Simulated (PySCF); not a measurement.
Species: C10H14.
Atom-mapped SMILES: `[CH2:1]=[CH:2][CH2:3][C@@:4]1([CH:5]=[CH2:6])[CH2:7][C@H:8]2[CH2:9][C@@H:10]12` (hydrogens: H11, H12 on C1; H13 on C2; H14, H15 on C3; H16 on C5; H17, H18 on C6; H19, H20 on C7; H21 on C8; H22, H23 on C9; H24 on C10)

Structure used (PBE0-D3(BJ)/def2-SVP), in Å, numbered top down from 1:
```xyz
24
C10H14 angstrom
C      3.276   -0.005    0.256
C      2.050   -0.478    0.483
C      1.013   -0.740   -0.560
C     -0.277    0.057   -0.327
C     -0.013    1.524   -0.490
C     -0.383    2.511    0.326
C     -1.513   -0.371   -1.199
C     -2.295   -0.654    0.075
C     -1.601   -1.701    0.879
C     -1.088   -0.297    0.925
H      3.983    0.171    1.071
H      3.619    0.225   -0.758
H      1.745   -0.690    1.516
H      1.411   -0.506   -1.562
H      0.765   -1.815   -0.567
H      0.535    1.780   -1.407
H     -0.150    3.552    0.091
H     -0.930    2.326    1.254
H     -1.910    0.469   -1.785
H     -1.355   -1.234   -1.868
H     -3.343   -0.393    0.242
H     -2.123   -2.024    1.783
H     -1.037   -2.500    0.383
H     -1.053    0.259    1.866
```

Method: PySCF, PBE0-D3(BJ)/def2-SVP geometry optimisation, gas phase.

Take the most abundant isotopes and a rigid rotor. The values belong to one conformer with, in the numbering `[CH2:1]=[CH:2][CH2:3][C@@:4]1([CH:5]=[CH2:6])[CH2:7][C@H:8]2[CH2:9][C@@H:10]12`, C1–C2–C3–C4 -121°, C2–C3–C4–C5 66°, C3–C4–C5–C6 -132°.

Task: What are A, B and C (MHz)?

Result: Ia = 261.31, Ib = 465.83, Ic = 584.05 u·Å²; 505379 MHz·u·Å²/I gives A = 1934, B = 1085, C = 865.3 MHz.

Task: Classify the top.

Result: An asymmetric top. Ray's parameter κ = (2B − A − C)/(A − C) = -0.589; −1 is the prolate and +1 the oblate limit.

Task: Is it planar, by Δ = Ic − Ia − Ib?

Result: Not planar: Δ = Ic − Ia − Ib = -143.09 u·Å². For a rigid frame Δ = −2 Σ m c², so Σ m c² = 71.54 u·Å² lies off the ab plane: 24.07 from hydrogen and 47.48 from heavier atoms. The atom farthest from that plane is 2.01 Å away.

Task: Where do the levels up to J = 2 lie, in cm⁻¹?

Result: Above 0(0,0):
J = 1: 1(0,1) 0.0651, 1(1,1) 0.0934, 1(1,0) 0.1007
J = 2: 2(0,2) 0.1939, 2(1,2) 0.2162, 2(1,1) 0.2381, 2(2,1) 0.3231, 2(2,0) 0.3243
The levels of one J sum to (2J + 1)J(J + 1)(A + B + C)/3.

Task: Predict some low-J microwave lines.

Result: The dipole components are |μa| = 0.57 D, |μb| = 0.09 D, |μc| = 0.05 D. Intensities carry the squares of the components, which stand as 1.00 : 0.03 : 0.01 (a : b : c). Some lines, for components of 0.1 D or more:

| type | branch | J(Ka,Kc) | MHz | lower level (cm⁻¹) |
| --- | --- | --- | --- | --- |
| a | Q | 3(1,2) ← 3(1,3) | 1314 | 0.400 |
| a | Q | 4(1,3) ← 4(1,4) | 2168 | 0.643 |
| a | R | 2(1,2) ← 1(1,1) | 3681 | 0.093 |
| a | R | 2(1,1) ← 1(1,0) | 4120 | 0.101 |
| a | R | 3(0,3) ← 2(0,2) | 5708 | 0.194 |
| a | R | 3(2,1) ← 2(2,0) | 5993 | 0.324 |
| a | R | 4(1,4) ← 3(1,3) | 7297 | 0.400 |
| a | R | 4(2,3) ← 3(2,2) | 7772 | 0.518 |
| a | R | 4(3,2) ← 3(3,1) | 7865 | 0.679 |
| a | R | 4(3,1) ← 3(3,0) | 7889 | 0.679 |
| a | R | 4(1,3) ← 3(1,2) | 8152 | 0.443 |
| a | R | 5(1,5) ← 4(1,4) | 9075 | 0.643 |
| a | R | 5(2,4) ← 4(2,3) | 9668 | 0.777 |
| a | R | 5(4,2) ← 4(4,1) | 9834 | 1.163 |
| a | R | 5(3,3) ← 4(3,2) | 9843 | 0.941 |
| a | R | 5(3,2) ← 4(3,1) | 9922 | 0.942 |
| a | R | 5(1,4) ← 4(1,3) | 10093 | 0.715 |
| a | R | 5(2,3) ← 4(2,2) | 10216 | 0.794 |

Task: Estimate the classical rotational partition function at 25 K, 200 K and 298.15 K.

Result: Point group C1, symmetry number σ = 1; q = (√π/σ)·√((kT/h)³/(ABC)), k/h = 20836.6 MHz/K: 15600 at 25 K, 354000 at 200 K, 644000 at 298.15 K.

Not checked by PBE0-D3(BJ)/def2-SVP frequencies. These are rigid-rotor constants of the computed structure; measured ground-state constants (B0) also hold zero-point vibration.
